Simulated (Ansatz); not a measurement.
`[F][Cd][O][SiH3]` + HCl → `[F][Cd][Cl]` + `O[SiH3]`  (ligand exchange at a Cd–O bond)

Calculated with Ansatz (gas phase, PBE0-D4/def2-TZVP geometries, no zero-point term in ΔE). CBS: MP2 limit from def2 TZ/QZ plus the TZ coupled-cluster correction, frozen cores. This one scheme is used for every species. DFT in def2-TZVPP. Elements past krypton have def2 core potentials. For Cd outer-core shells are correlated without core-valence functions, which leaves a few kJ/mol of doubt a bond. One conformer a species, not always the lowest.

```
             level  ΔE (kJ/mol)
      CAM-B3LYP-D4        -93.0
           ωB97M-V        -97.1
            B2PLYP        -92.0
               PBE        -94.0
              BLYP        -90.6
         CAM-B3LYP        -95.1
    MP2/def2-TZVPP        -86.2
SCS-MP2/def2-TZVPP        -85.0
```

**Question.** What does CCSD(T)/CBS give? (Estimate.)

**Answer.** The calculation gave: -95.2 kJ/mol. The listed levels differ from it by 2.2, -1.9, 3.2, 1.2, 4.6, 0.1, 9.0, 10.2 kJ/mol.

Largest T1 diagnostic among the species: 0.016.

From PBE to PBE0 (25 % exact exchange), in def2-TZVPP and without D4, ΔE moves by −7.5 kJ/mol. At CCSD(T), def2-SVP lies +13.3 kJ/mol from the extrapolated value and def2-TZVPP +9.4 kJ/mol.
